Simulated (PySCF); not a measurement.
Vertical excitations of a molecule C2H8O2Si2 from PySCF with TDDFT-PBE/def2-SVPD, as energy in eV (oscillator strength): 5.30 (0.007), 5.55 (0.006), 5.64 (0.029), 5.86 (0.005), 5.93 (0.010), 5.98 (0.047), 6.13 (0.037), 6.22 (0.001), 6.27 (0.041), 6.50 (0.042). Lowest triplet (TDA): 4.74 eV. Geometry optimised at ωB97X-D3(BJ)/def2-SVP. One conformer was computed; it need not be the lowest.

Question: Pick the molecule that these values belong to.
(A) O=CC[SiH2][SiH2]O
(B) C=CO[SiH2][SiH2]O
(C) C[C@H]1O[Si@H](O)[SiH2]1
(D) C[Si@H](C=O)[SiH2]O

Answer: C, C[C@H]1O[Si@H](O)[SiH2]1
